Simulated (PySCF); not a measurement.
C2H5N2PSn.
Numbering: `[SnH3:1][n:2]1[cH:3][p:4][cH:5][n:6]1` (hydrogens: H7, H8, H9 on Sn1; H10 on C3; H11 on C5)

Level of theory: PBE0-D3(BJ)/def2-SVP geometry optimisation, gas phase, def2 core potentials past Kr (PySCF 2.14.0).

Problem. Give the optimised bond lengths and angles.

Solution. 
```csv
bond,length (Å)
Sn1–N2,2.096
N2–C3,1.348
C3–P4,1.733
P4–C5,1.769
C5–N6,1.317
N2–N6,1.337
"Sn1–H7, Sn1–H8, Sn1–H9",1.705
C3–H10,1.092
C5–H11,1.093
```

Bonds in one row agree within 0.01 Å and their mean is given. A selection of angles:
```csv
angle,degrees
N2–Sn1–H7,105.8
N2–Sn1–H8,103.6
H7–Sn1–H8,113.2
Sn1–N2–C3,131.1
Sn1–N2–N6,112.8
C3–N2–N6,116.1
N2–C3–P4,112.6
N2–C3–H10,118.8
P4–C3–H10,128.7
C3–P4–C5,85.4
P4–C5–N6,116.2
P4–C5–H11,126.1
N6–C5–H11,117.7
N2–N6–C5,109.7
```

N2 (pyrrole-type nitrogen) is planar (angles 131.1°, 116.1° and 112.8°, sum 360.0°, 0.00 Å off the plane of its three neighbours). The C–N distances run from 1.317 Å (C5–N6, aromatic) to 1.348 Å (N2–C3, aromatic), a spread of 0.031 Å. The 5-membered ring N2–C3–P4–C5–N6 has internal angles of 85.4° to 116.2°; it is planar, 0.00 Å rms from its mean plane, widest ring torsion 0°. Sn1 (tin bonded to N and 3 H) is distorted tetrahedral (angles from 103.6° to 113.8°). The 2 C–P bonds span 1.733 Å (C3–P4, aromatic) to 1.769 Å (P4–C5, aromatic), a spread of 0.036 Å. The 6 heavy atoms lie in one plane (0.002 Å rms).

PBE0-D3(BJ)/def2-SVP frequencies: not computed here.
